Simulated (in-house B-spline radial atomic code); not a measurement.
# RPA and G0W0 on TPSS: Zn

Configuration [Ar] 3d10 4s2, mean-field start TPSS. Computed with a B-spline radial code for spherical atoms: all electrons, scalar-relativistic (spin-free one-electron X2C), finite nucleus, each spin shell either full or empty, empty states to l = 9 with an (l + 1/2)⁻⁴ tail; G0W0 by contour deformation at full frequency.

Command:
```bash
python run_gw.py task.json out
```
Settings (radii: box in bohr, nucleus in fm):
```
Z                        30
electrons                30
configuration            [Ar] 3d10 4s2
hamiltonian              x2c
method                   tpss,tpss
lmax                     9
rms_radius               3.9283
spin_polarised           False
box_radius               40
intervals                73
ion_configuration        [Ar] 3d10 4s1
```

Cost of the run: 6.7 s on 1 thread of Arm Neoverse V1, with other jobs on the host.

Energies (hartree):

```csv
term,value
mean-field total,-1795.98170
Hartree-Fock functional on these orbitals,-1794.27400
direct second order,-2.9445
second-order exchange,0.83314
SOSEX correction,0.71747
```

Task: What is the RPA correlation energy, and what remains with SOSEX?

Result: RPA gives -2.311 hartree (-2.1 eV per electron); RPA + SOSEX gives -1.5935, and the second-order doubles -2.1114 hartree (no singles). SOSEX takes back 31 % of the RPA value.

Quasi-particle levels (eV):

```tsv
level	occupied	mean field	Σx - vxc	Σc	QP weight	G0W0
4s	yes	-5.944	-2.33	?	?	?
4p	no	-1.005	2.76	-0.94	0.916	0.812
```

G0W0 = mean field + (Σx - vxc) + Σc, with Σc (partial-wave tail included) taken at the quasi-particle energy. Only the outer levels were computed. Levels of low weight are left out. An empty level above zero is unbound and depends on the box.

Task: Where does G0W0 put 4s?

Result: At -9.406 eV, with Σc = -1.14 eV and a quasi-particle weight of 0.813. The tabulated removal energy is 9.394 eV (NIST, measured); the calculation leaves out spin-orbit coupling, Breit and QED terms, and what these don't explain is the method's own error.

Task: What does it cost to remove one electron (to [Ar] 3d10 4s1) by differences of total energies, each species on its own start (correlation terms add to the Hartree-Fock functional)?

Result: TPSS 9.370 eV, Hartree-Fock functional 7.522 eV, + RPA 9.722 eV, + RPA + SOSEX 9.203 eV, + second order 10.965 eV. Tabulated: 9.394 eV (NIST, measured); the calculation leaves out spin-orbit coupling, Breit and QED terms, and what these don't explain is the method's own error.
